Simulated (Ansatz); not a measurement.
A nudged elastic band was laid between two geometries of Cl2FH3NOTa + ClH (11 atoms, charge 0, multiplicity 1).

These are results of Ansatz, RHF/def2-SVP, not measurements.

```yaml
movable_images: 7
climbing_image: yes
spring: 5.0 eV/Å²
optimiser: quadratic models (default)
start_path: through a guess of the saddle point
force_threshold: 0.05 eV/Å
iteration_limit: 60
end_points: relaxed
```

Initial state:

```xyz
11
Properties=species:S:1:pos:R:3
Ta -0.244 0.113 0.018
O 1.620 -0.190 0.068
H 2.322 -0.012 0.678
F -0.248 0.208 1.908
Cl -0.268 0.342 -2.337
N -0.944 1.930 0.141
H -1.101 2.376 1.028
H -1.179 2.522 -0.635
Cl -1.725 -1.688 0.045
Cl 2.409 -3.234 -1.420
H 2.418 -1.978 -1.208
```

Final state:

```xyz
11
Properties=species:S:1:pos:R:3
Ta -0.269 -0.530 -0.265
O 1.957 0.061 -0.250
H 2.281 0.856 0.151
F 0.053 -0.680 1.589
Cl -0.267 0.095 -2.548
N -0.543 1.376 0.150
H -0.561 1.721 1.094
H -0.703 2.107 -0.518
Cl -2.413 -1.393 -0.186
Cl 0.897 -2.608 -0.675
H 2.625 -0.615 -0.255
```

Problem. What changes between the two ends?

Solution. Bonds broken: Cl10–H11. Bonds formed: Ta1–Cl10, O2–H11. Cl2FH3NOTa + ClH becomes Cl3FH4NOTa.

Problem. What energy profile does the band end with?

Solution. The forces met the threshold. The highest image is number 4 of 0 to 8, 65.2 kJ/mol above the first end and 118.7 kJ/mol above the last; the last end lies 53.6 kJ/mol below the first. A vibrational analysis at the climbing image gives one clearly imaginary mode, 1257i cm⁻¹: a first-order saddle point. The orbitals stay closed-shell, which can raise the energy where a bond breaks towards radicals; this wasn't checked here.

| image | path coordinate (Å) | energy (kJ/mol) | Cl10–H11 (Å) | Ta1–Cl10 (Å) | O2–H11 (Å) |
| --- | --- | --- | --- | --- | --- |
| 0 | 0.00 | 0.0 | 1.27 | 4.51 | 2.34 |
| 1 | 0.72 | 0.6 | 1.27 | 4.38 | 2.32 |
| 2 | 1.44 | 6.6 | 1.27 | 3.83 | 2.21 |
| 3 | 2.16 | 21.4 | 1.28 | 3.25 | 1.98 |
| 4 | 2.89 | 65.2 | 1.46 | 2.86 | 1.31 |
| 5 | 3.35 | -4.7 | 1.91 | 2.65 | 0.99 |
| 6 | 3.82 | -43.3 | 2.30 | 2.48 | 0.96 |
| 7 | 4.28 | -52.2 | 2.57 | 2.43 | 0.95 |
| 8 | 4.75 | -53.6 | 2.67 | 2.42 | 0.95 |

Problem. What is the geometry of the highest image?

Solution. 
```xyz
11
Properties=species:S:1:pos:R:3:forces:R:3
Ta -0.097 -0.188 -0.244 0.02 0.01 0.03
O 1.942 -0.035 -0.228 -0.02 0.00 0.01
H 2.453 0.413 0.434 0.01 0.00 -0.01
F 0.096 -0.375 1.626 0.00 0.00 -0.02
Cl -0.102 0.292 -2.548 0.00 0.00 0.00
N -0.761 1.584 0.129 0.01 -0.04 0.01
H -0.942 1.894 1.069 0.00 0.01 0.00
H -1.049 2.256 -0.560 -0.01 0.02 0.00
Cl -1.985 -1.558 -0.278 0.00 0.00 -0.01
Cl 1.403 -2.579 -0.674 0.00 0.00 0.01
H 2.101 -1.316 -0.440 -0.01 0.00 0.00
```

Problem. What are the harmonic wavenumbers there?

Solution. 1257i, 70, 95, 120, 138, 153, 173, 193, 227, 275, 352, 378, 397, 485, 541, 591, 654, 664, 721, 751, 779, 1051, 1563, 1632, 3753, 3867, 4146 cm⁻¹.

The run took 5.6 min on 4 threads of Arm Neoverse V1, with other jobs on the host, peak memory 0.48 GiB.
